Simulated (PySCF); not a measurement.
A GIAO shielding run with PySCF 2.14.0 with density-fitted response routines (density fitting, non-relativistic, gas phase) on `C=C/C(F)=C\C=C/F`, C6H6F2:

```
$ OMP_NUM_THREADS=1 python probes_run.py task.json out

{"job": {"kind": "nmr", "xc": "PBE0", "basis": "pcSseg-1"}, "charge": 0, "multiplicity": 1}
C     -2.870826     0.454473     0.399491
C     -1.541349     0.415570     0.458042
C     -0.695986     0.244566    -0.698405
F     -1.362904     0.123983    -1.871771
C      0.646938     0.190998    -0.760982
C      1.544392     0.295029     0.353674
C      2.871067     0.234786     0.236179
F      3.481090     0.070453    -0.946722
H     -3.395801     0.357857    -0.536011
H     -3.469770     0.583878     1.283561
H     -1.028105     0.513726     1.402181
H      1.099362     0.057038    -1.734139
H      1.142624     0.428928     1.345102
H      3.578590     0.308268     1.047633
```

Hardware: 1 thread of an Arm Neoverse N1, shared host. The job also computes population analyses, field gradients.

Question: How large is the calculation?

Answer: 60 electrons, 166 basis functions and 856 auxiliary functions.

Question: How long does it take, and how much memory does it need?

Answer: 42 s of wall time, with 14 SCF cycles and 5 response iterations; peak memory 0.76 GiB. Times on a shared host scatter by some tens of per cent.
